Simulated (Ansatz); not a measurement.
Species: C4H9O (charge 0, doublet). It need not be the lowest isomer of its formula. 
Structure (B3LYP-D3(BJ)/def2-TZVP (Ansatz, a program for electronic structure) minimum search):
```
C
H 1 1.1017
O 1 1.4254 2 108.80
C 3 1.4125 1 113.80 2 -51.90
H 4 1.0889 3 107.06 1 178.30
H 4 1.0957 5 109.13 3 -121.38
H 4 1.0980 5 109.02 6 -118.24
C 1 1.4880 2 109.18 3 -122.56
H 8 1.0812 1 120.97 2 -33.98
H 8 1.0821 9 118.87 1 170.10
C 1 1.5301 2 108.31 3 115.02
H 11 1.0903 1 110.57 2 61.55
H 11 1.0905 12 108.72 1 -120.74
H 11 1.0911 12 109.05 13 -118.46
```
Charge 0, spin multiplicity 2.

Property: atomisation energy (electronic, to ground-state atoms), in kcal/mol. Valence correlation only, unless marked. UHF or UKS for open shells. Spin-orbit coupling is left out. Non-relativistic unless marked X2C. The coupled-cluster limit lacks core correlation, which all-electron functionals hold. CBS marks a two-point X^-3 extrapolation of the correlation energy; Hartree-Fock from the larger set.

```tsv
level	program	atomisation energy (kcal/mol)
HF/6-31G	Ansatz	900.3
PBE/def2-TZVPD	Ansatz	1304.5
```

What does CCSD(T)/CBS(cc-pVTZ,cc-pVQZ) (Ansatz) give?

1281.1 kcal/mol, so PBE/def2-TZVPD differs from it by 23.4 kcal/mol.
